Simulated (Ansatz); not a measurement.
Ansatz (a quantum-chemistry and plane-wave program) input (CCSD(T)/STO-3G):

Ansatz 0.2 input:
```yaml
crystal:
  periodic: [false, false, false]
  atoms:
    - {symbol: C, position_ang: [1.40089610, -0.12771822, -0.08619572]}
    - {symbol: C, position_ang: [0.22142190, -0.01764924, -0.01156384]}
    - {symbol: O, position_ang: [-1.12368377, 0.14763239, 0.10582275]}
    - {symbol: H, position_ang: [2.46176120, -0.23306503, -0.15847468]}
    - {symbol: H, position_ang: [-1.61110123, -0.55826995, 0.59022957]}
    - {symbol: H, position_ang: [-1.59509782, 0.48248062, -0.69177949]}
basis:
  gaussian:
    orbitals: STO-3G
total_charge: 1
magnetization: {spin_polarized: false}
correlation: {method: ccsd_t, electrons: outside_noble_gas}
```

End of the output:

```
3 core orbitals not correlated
reference -4082.41619794 eV, -150.0260281133 hartree; 8, 8 occupied and 7, 7 virtual orbitals, 245 factors
second order -5.04300420 eV of doubles, -0.00000000 eV of singles
coupled cluster: 0.04 GiB planned
cycle   1  -5.41242720 eV  change   -3.7e-1 eV  update   6.5e-2
cycle   2  -5.69251356 eV  change   -2.8e-1 eV  update   2.9e-2
cycle   3  -5.78116618 eV  change   -8.9e-2 eV  update   1.2e-2
cycle   4  -5.79475878 eV  change   -1.4e-2 eV  update   4.4e-3
cycle   5  -5.79694679 eV  change   -2.2e-3 eV  update   9.2e-4
cycle   6  -5.79687054 eV  change    7.6e-5 eV  update   2.1e-4
cycle   7  -5.79679389 eV  change    7.7e-5 eV  update   5.3e-5
cycle   8  -5.79681778 eV  change   -2.4e-5 eV  update   1.8e-5
cycle   9  -5.79682854 eV  change   -1.1e-5 eV  update   4.7e-6
perturbative correction -0.05401292 eV, -0.0019849380 hartree
Total energy: -4088.26703940 eV, -150.2410425712 hartree
```

It need not be the lowest isomer of its formula.
